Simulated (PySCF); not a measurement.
SnH3, SMILES [SnH3+], charge +1. The structure is a stationary point at PBE-D3(BJ)/def2-TZVPD. The spin state was assumed, not searched. The isomer is the one that the SMILES or the coordinates give; other isomers of the formula were not compared. The def2 effective core potentials stand for the cores of Sn; spin–orbit coupling is left out.

Computed equilibrium geometry at PBE-D3(BJ)/def2-TZVPD (PySCF confirms it by a frequency run) as Cartesian coordinates in Å, and its point group:
point group D3h.
```xyz
4

Sn     0.0000     0.0000     0.0000
H      1.7017     0.0000     0.0000
H     -0.8509     1.4737     0.0000
H     -0.8509    -1.4737     0.0000
```
Charge +1, spin multiplicity 1.
